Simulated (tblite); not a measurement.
C5H8NO2 (charge -1).
Cartesian coordinates in Å at the GFN2-xTB level; atoms count from 1:
```xyz
16
C5H8NO2 angstrom
C      2.3334   -0.9510    0.3138
N      1.8012    0.1721    0.4867
C      0.7053    0.5780   -0.3255
C     -0.5760    0.5205    0.5065
C     -1.0355   -0.9074    0.7572
C     -1.7419    1.3813   -0.2038
O     -1.3659    2.2023   -1.0441
O     -2.8780    1.1299    0.2064
H      3.1179   -1.2700    0.9895
H      2.0630   -1.6544   -0.4873
H      0.5864   -0.0473   -1.2265
H      0.8502    1.6191   -0.6289
H     -0.3881    1.0139    1.4681
H     -0.3217   -1.4591    1.3755
H     -1.1571   -1.4358   -0.1892
H     -2.0009   -0.8832    1.2578
```

The geometry is computed with GFN2-xTB (gas phase).

Masses are those of the commonest isotopes; rigid-rotor values at the optimised geometry. The values belong to one conformer with, in the numbering `[CH2:1]=[N:2][CH2:3][C@H:4]([CH3:5])[C:6](=[O:7])[O-:8]`, C1–N2–C3–C4 107°, N2–C3–C4–C5 -73°, C3–C4–C6–O7 -18°.

Task: Give the principal moments of inertia and the rotational constants in GHz.

Result: Ia = 114.51, Ib = 410.23, Ic = 496.87 u·Å²; 505379 MHz·u·Å²/I gives 4414, 1232 and 1017 MHz, that is A = 4.4136, B = 1.2319, C = 1.0171 GHz.

Task: Classify the top.

Result: An asymmetric top; Ray's κ = -0.874.

Task: Is it planar, by Δ = Ic − Ia − Ib?

Result: Not planar: Δ = Ic − Ia − Ib = -27.87 u·Å². For a rigid frame Δ = −2 Σ m c², so Σ m c² = 13.93 u·Å² lies off the ab plane: 7.26 from hydrogen and 6.68 from heavier atoms. The atom farthest from that plane is 1.44 Å away.

Task: Where do the levels up to J = 2 lie, in cm⁻¹?

Result: Above 0(0,0):
J = 1: 1(0,1) 0.0750, 1(1,1) 0.1811, 1(1,0) 0.1883
J = 2: 2(0,2) 0.2247, 2(1,2) 0.3240, 2(1,1) 0.3455, 2(2,1) 0.6639, 2(2,0) 0.6643
Those of J = 1 are B + C, A + C and A + B.

Task: Estimate the classical rotational partition function at 50 K, 100 K and 298.15 K.

Result: Point group C1, symmetry number σ = 1; q = (√π/σ)·√((kT/h)³/(ABC)), k/h = 20836.6 MHz/K: 25300 at 50 K, 71700 at 100 K, 369000 at 298.15 K.

Its GFN2-xTB frequencies are all real (lowest 30 cm⁻¹). Zero-point vibration and centrifugal distortion are left out.
